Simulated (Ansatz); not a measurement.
Isolated molecules relaxed with PBE0-D4/def2-TZVP in Ansatz; ΔE leaves out vibrations. CBS: MP2 limit from def2 TZ/QZ plus the TZ coupled-cluster correction, frozen cores. This one scheme is used for every species, atoms too. Functionals use def2-TZVPP. No spin–orbit coupling; open shells (•) take unrestricted orbitals. Spin–orbit coupling would lower the free atoms: a little for B, C.

`BC(B)=C=C` → 2 B• + 3 C• + 6 H•  (atomization)

| level | ΔE (kJ/mol) | difference from CCSD(T)/CBS |
| --- | --- | --- |
| ωB97M-V | 4460.1 | 53.6 |
| B2PLYP | 4421.4 | 14.9 |
| revPBE | 4391.9 | -14.6 |
| r2SCAN | 4476.0 | 69.5 |
| PBE0 | 4474.5 | 68.0 |
| MP2/def2-SVP | 4326.7 | -79.8 |
| SCS-MP2/def2-TZVPP | 4373.8 | -32.7 |
| CCSD/def2-TZVPP | 4251.6 | -154.9 |
| SCS-MP2/def2-QZVPP | 4433.8 | 27.3 |
| MP2/CBS(def2) | 4493.9 | 87.4 |
| CCSD(T)/CBS | 4406.5 | 0 |

Largest T1 diagnostic among the species: 0.014.

From BLYP to BHLYP (50 % exact exchange), in def2-TZVPP and without D4, ΔE moves by −76.6 kJ/mol: exact exchange takes away binding that semilocal exchange gives to molecules. At CCSD(T), def2-SVP lies −150.2 kJ/mol from the extrapolated value and def2-TZVPP −91.1 kJ/mol: correlation converges slowly with the basis, and small sets miss more of it in the bonded molecule than in its fragments. The D4 term adds +31.1 kJ/mol with B3LYP and +16.4 kJ/mol with PBE0; it sums over pairs of atoms, weighted by their polarisabilities, and B3LYP, whose exchange is more repulsive, gets the larger term.

B3LYP here is the variant with VWN-RPA as its local correlation; programs differ in this.

For atomizations the MP2-based limit and the directly extrapolated one differ by several kJ/mol either way, and by 10 to 25 for some Ge, Se and Sn compounds, so smaller differences from it don't rank the levels.
